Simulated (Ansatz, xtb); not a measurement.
**Two isomers of C5H6O3S**

Structure X is `O=C[C@@H]1SCOCC1=O`, a singlet and structure Y is `O=C1COCS/C1=C/O`, a singlet. Both are isolated molecules in the gas phase, relaxed with B3LYP-D3(BJ)/def2-SVP; the shapes shown needn't be the lowest conformers.

X (Å):

```xyz
15

C     2.0841   -2.3566    1.8182
C     2.5206   -2.0743    0.3923
C     1.3284    0.3852    0.4319
C     0.2575   -1.3774   -0.7161
C     1.4451   -2.3342   -0.6595
O     0.9361   -2.3781    2.1903
O     0.5948   -0.0007   -0.6816
O     1.5072   -3.3082   -1.3707
S     3.0438   -0.2950    0.4127
H     2.9370   -2.4751    2.5317
H     3.4119   -2.6662    0.1397
H     0.8374    0.0857    1.3761
H     1.4474    1.4772    0.4089
H    -0.3928   -1.6436    0.1416
H    -0.2827   -1.5618   -1.6532
```

Y (Å):

```tsv
atom	x (Å)	y (Å)	z (Å)
C	1.3382	0.6631	-0.1101
C	0.9679	-0.4763	-1.0528
C	-0.6927	0.7951	-2.1307
C	0.5110	1.8469	0.0164
C	0.9867	2.8857	0.7857
O	2.4260	0.5621	0.4853
O	-0.3133	-0.4502	-1.6336
O	2.1106	2.8512	1.4581
S	-1.0853	1.9705	-0.7767
H	1.0557	-1.4166	-0.4891
H	1.7616	-0.4899	-1.8295
H	0.0919	1.2377	-2.7739
H	-1.6171	0.6682	-2.7098
H	0.4249	3.8234	0.8819
H	2.5141	1.9436	1.2619
```

Problem. Which of the two would you expect CCSD(T)/def2-SVP + ΔMP2/def2-TZVPP electronic energies to favour?

Solution. CCSD(T)/def2-SVP + ΔMP2/def2-TZVPP gives E(Y) − E(X) = −0.136 eV, favouring structure Y, but this leans on the basis-set step: CCSD(T) alone gives −0.015 eV.

The same difference at several levels:

```json
{"level": "GFN2-xTB", "geometry": "GFN2-xTB", "E(Y) − E(X) (eV)": "−0.435", "departure from the last row (eV)": "−0.299", "job, with rough time for the two": "optimisation, 0.24 s"}
{"level": "HF/STO-3G", "geometry": "GFN2-xTB", "E(Y) − E(X) (eV)": "−0.038", "departure from the last row (eV)": "+0.098", "job, with rough time for the two": "single point, 1.2 s"}
{"level": "r2SCAN-D4/def2-SVP", "geometry": "GFN2-xTB", "E(Y) − E(X) (eV)": "−0.396", "departure from the last row (eV)": "−0.260", "job, with rough time for the two": "single point, 11 s"}
{"level": "B3LYP-D3(BJ)/def2-SVP", "geometry": "B3LYP-D3(BJ)/def2-SVP", "E(Y) − E(X) (eV)": "−0.288", "departure from the last row (eV)": "−0.152", "job, with rough time for the two": "optimisation, 2.3 min"}
{"level": "HF/def2-SVP", "geometry": "B3LYP-D3(BJ)/def2-SVP", "E(Y) − E(X) (eV)": "+0.043", "departure from the last row (eV)": "+0.179", "job, with rough time for the two": "part of the CCSD(T) run"}
{"level": "MP2/def2-SVP", "geometry": "B3LYP-D3(BJ)/def2-SVP", "E(Y) − E(X) (eV)": "−0.069", "departure from the last row (eV)": "+0.067", "job, with rough time for the two": "part of the CCSD(T) run"}
{"level": "CCSD(T)/def2-SVP", "geometry": "B3LYP-D3(BJ)/def2-SVP", "E(Y) − E(X) (eV)": "−0.015", "departure from the last row (eV)": "+0.121", "job, with rough time for the two": "single point"}
{"level": "CCSD(T)/def2-SVP + ΔMP2/def2-TZVPP", "geometry": "B3LYP-D3(BJ)/def2-SVP", "E(Y) − E(X) (eV)": "−0.136", "departure from the last row (eV)": "", "job, with rough time for the two": "single point, 6.3 min"}
```

As drawn, Y has 1 C–O, 1 C=C, 1 O–H in place of 1 C=O, 1 C–C, 1 C–H.

HF/def2-SVP puts the two in the other order. CCSD(T)/def2-SVP finds them nearly level. The largest departure from CCSD(T)/def2-SVP + ΔMP2/def2-TZVPP is that of GFN2-xTB, 0.299 eV. The last row adds to CCSD(T) the change of the MP2 difference between the two basis sets, here −0.121 eV.

With thermal terms from frequencies at re-optimised GFN2-xTB minima (ideal gas, soft modes damped towards free rotors, one conformer each, 298.15 K, 1 atm): the zero-point term adds +0.003 eV; ΔH is −0.140 and ΔG −0.130 eV.

The correlated steps freeze 13 core orbitals. Mirror images aren't counted in ΔG. Programs: Ansatz 0.2.0, xtb 6.7.1; the last row on 2 threads of Arm Neoverse V1 on a shared host.
